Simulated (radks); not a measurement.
Values are calculated unless marked as measured or tabulated.
These are the eigenvalues of the occupied orbitals of an atom or ion with whole-number occupations (eV). Level of theory: Dirac Kohn-Sham, PBE, spin-unpolarised, spherical densities, finite nucleus; Fermi nuclear charge, rms radius of each element as measured or else 0.836 A^(1/3) + 0.57 fm (a radial shooting solver on a logarithmic mesh with Libxc functionals).

| orbital | eigenvalue |
|---|---|
| 1s1/2 | -37444.70 |
| 2s1/2 | -6098.223 |
| 2p1/2 | -5757.533 |
| 2p3/2 | -5375.644 |
| 3s1/2 | -1453.206 |
| 3p1/2 | -1310.245 |
| 3p3/2 | -1236.162 |
| 3d3/2 | -985.6209 |
| 3d5/2 | -969.7959 |
| 4s1/2 | -443.9564 |
| 4p1/2 | -391.0370 |
| 4p3/2 | -374.6531 |
| 4d3/2 | -287.0877 |
| 4d5/2 | -284.1045 |

Which element is it, and in what charge state? The configuration may be excited. Open shells, if any, are shared by 2j + 1.

Answer. Z = 56, barium, charge +12: Ba12+ in [Kr] 4d8. The list shows which subshells hold electrons but not how many an open one holds; the 1s level, -1376.1 hartree, gives Z - s = 52.5 by -(Z - s)^2/2, which with screening and relativity narrows Z to a few neighbours, and the depths of the outer levels then fix element, charge and occupations together.
